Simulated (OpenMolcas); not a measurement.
## Mo3+: effect of the metal basis

Mo3+ with its 8 nearest fluoride ions at 2.212 Å, on the Ca site of CaF2 (a = 5.46294 Å, distance in the model lattice 2.366 Å). The rest of the host is ab initio model potentials to 7.6 Å and point charges beyond; the distance is set by hand and nothing relaxes, and no local charge compensation is placed.

```
Program             : OpenMolcas
Method              : CASSCF
Spin-orbit coupling : RASSI with atomic mean-field integrals over the reference wave functions
```

Fixed: ligand basis ANO-RCC-VDZP, active space 3 electrons in 5 orbitals (4d), DKH2 Hamiltonian.

States (labels of O, the rotations of Oh). Energies in cm-1 above the lowest state or level, χT in cm3 K/mol; under a threefold ground state the first gap can be a small split of the lowest multiplet, not the spin-orbit step; 10Dq and B are least-squares fits to the states below 45000 cm-1, weighted by degeneracy, with a free offset, and given where the rms deviation is under 5 % of |10Dq| (or 100 cm-1) and under 700 cm-1; 10Dq is negative for this site.

| Run | Metal basis | Ground state | First state of that spin | 10Dq | B (rms of fit) | First gap with spin-orbit (degeneracies) | χT at 300 K | First state of another spin | Cost |
| --- | --- | --- | --- | --- | --- | --- | --- | --- | --- |
| A | ANO-RCC-VDZP | 2E | 2T1 12970 | -15025 | 731 (98) | 977.0 (4, 2) | 0.566 | 4T1 425.7 | roughly 25 core-seconds |
| B | ANO-RCC-VTZP | 4T1 | 4T2 13116 | -14547 | 744 (93) | 723.8 (4, 2) | 0.630 | 2E 170.4 | roughly 40 core-seconds |

Against A, |10Dq| changes by -3.2 % in B.

Costs are those of the RASSCF and RASSI steps.

Without dynamic correlation the repulsion within the d shell is too large (B by tens of per cent), so at a given field states of lower spin stand too high. With metal d orbitals alone the field can be off either way by tens of per cent. Ligand-to-metal charge-transfer states are missing. With no ligand orbital active B as a rule stays too high, so bands that hang on it stand too high and its fall with covalency is understated. Spin-orbit coupling mixes the spin-free states strongly: the lowest level takes only 52 % from its leading state, 4T1, which lies 426 cm-1 above the lowest spin-free state (figures for A; the like holds for B). An orbital doublet at a regular site is open to a Jahn-Teller distortion, which this geometry leaves out (holds for A). This shell can be high or low spin here, a state of another spin lies low, and with metal d orbitals alone active their balance is uncertain, so the ground spin may be wrong, although the usual error favours high spin (holds for A). This shell can be high or low spin here, a state of another spin lies low, and with metal d orbitals alone active their balance is uncertain, so the ground spin may be wrong (holds for B). No measured value stands beside these numbers; the geometry was set by hand and not optimised.
